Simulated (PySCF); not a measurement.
# Distorted geometries of [ReO3F2]−

[ReO3F2]− (singlet). PySCF 2.14.0, RKS r2SCAN, Re def2-SVP with ECP60, O def2-SVP, F def2-SVP; non-relativistic Hamiltonian with scalar-relativistic core potentials where named; density fitting; no spin-orbit coupling. Relaxed geometry:

```xyz
6

Re   -0.0051    0.0000    0.0000
O    -0.8756    0.0000    1.5019
O    -0.8756    0.0000   -1.5019
O     1.7311    0.0000    0.0000
F    -0.0034    1.9221    0.0000
F    -0.0034   -1.9221    0.0000
```

Question: Order these distorted geometries by energy above the relaxed one, lowest first.
A.
```xyz
6

Re   -0.0070   -0.0362    0.0416
O    -0.8534    0.0255    1.5432
O    -0.9610   -0.0023   -1.5208
O     1.7164    0.0055   -0.0364
F     0.0525    1.9254   -0.0096
F     0.0206   -1.9179   -0.0180
```
B.
```xyz
6

Re    0.0460    0.0388   -0.0293
O    -0.8155    0.0533    1.6103
O    -0.9762    0.0247   -1.5044
O     1.8861   -0.0130    0.0033
F    -0.0482    1.7653   -0.1171
F    -0.1243   -1.8692    0.0372
```
C.
```xyz
6

Re   -0.0910    0.0497    0.0370
O    -0.8407   -0.0737    1.4748
O    -0.8763   -0.0119   -1.4974
O     1.8145    0.0913   -0.0448
F    -0.1125    1.8838    0.0414
F     0.0739   -1.9392   -0.0111
```

Answer: A (0.26 eV), C (1.10 eV), B (1.29 eV).

Question: Which forces (eV/Å) act in the one that lies 0.26 eV up?

Answer: 
```
Re  -1.85  1.95 -4.24
O    0.01 -0.16  0.42
O    1.79 -0.08  3.12
O    0.35 -0.17  0.32
F   -0.20 -0.76  0.14
F   -0.10 -0.78  0.24
```
Forces carry noise of the integration grid, about 0.01 to 0.03 eV/Å.

No frequency check is given that shows the relaxed geometry to be a minimum.
